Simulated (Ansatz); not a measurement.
Input for Ansatz (a first-principles code): R-BLYP/def2-TZVPPD on H2Se (SMILES [SeH2]). Files ending in .json are basis or fitting sets from the Basis Set Exchange.

Ansatz 0.2 input:
```yaml
crystal:
  periodic: [false, false, false]
  atoms:
    - {symbol: Se, position_ang: [-0.08486354, -0.33171365, 3.83198057]}
    - {symbol: H, position_ang: [0.93200721, 0.69716046, 3.57024604]}
    - {symbol: H, position_ang: [0.79236770, -1.37800699, 3.28712279]}
basis:
  gaussian:
    orbitals: def2-TZVPPD.json
hamiltonian:
  xc: {name: BLYP}
scf: {lower_state_search: off}
```

Output:

```
WARN ansatz: RAYON_NUM_THREADS=1 ignored (pool sized by the plan → 1); use --threads N
Functional definition: BLYP
these checks for a lower state are left out or cut short: stability, starts, cluster_reference, orbital_swaps, neighbouring_geometries, increment
integrals: 0.02 GiB planned
541 factors; their error is unknown
mean field: 0.18 GiB planned
mean field evaluation 1: about -65382.5651 eV, gradient 1.5e1 eV
mean field evaluation 2: about -65382.7922 eV, gradient 9.9e0 eV
mean field evaluation 4: about -65383.0897 eV, gradient 2.1e-1 eV
mean field evaluation 8: about -65383.0787 eV, gradient 1.2e-2 eV
mean field -65383.07873235 eV, -2402.7838251713 hartree, gradient 3.0e-6 eV, S^2 0.000000; 0 other end points of the search recorded, 0 dependent functions left out
reference -65383.07901503 eV, -2402.7838355595 hartree; 18, 18 occupied and 73, 73 virtual orbitals, 541 factors
Total energy: -65383.07901503 eV, -2402.7838355595 hartree
Checks for a lower state left out: stability, starts, cluster_reference, orbital_swaps, neighbouring_geometries, increment
```

Self-consistency was reached.

Cost: about 0.4 core-seconds (a rough figure).
